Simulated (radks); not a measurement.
The sulfur anion S-, 17 electrons, occupied as [Ne] 3s2 3p5. Method: non-relativistic Kohn-Sham, LDA (Slater exchange, Perdew-Wang correlation), spin-polarised, spherical densities, point nucleus; open shells are filled with parallel spins first; Watson sphere of charge +0.69 and radius 2.97 bohr; computed with a radial shooting solver on a logarithmic mesh with Libxc functionals. Some entries of the table are withheld. Estimate them.

orbital  occ.  eigenvalue (hartree)  r(max) (bohr)
1s up       1             -87.62545        0.06389
1s down     1             -87.62058        0.06389
2s up       1              -7.54161         0.3913
2s down     1              -7.53620         0.3913
2p up       3              -5.59287            (1)
2p down     3              -5.58615            (2)
3s up       1              -0.52078          1.426
3s down     1              -0.49331          1.427
3p up       3                   (3)          1.647
3p down     2                   (4)          1.658

Answer. 
(1) 2p up r(max) (bohr): 0.3261
(2) 2p down r(max) (bohr): 0.3262
(3) 3p up eigenvalue (hartree): -0.16713
(4) 3p down eigenvalue (hartree): -0.14365
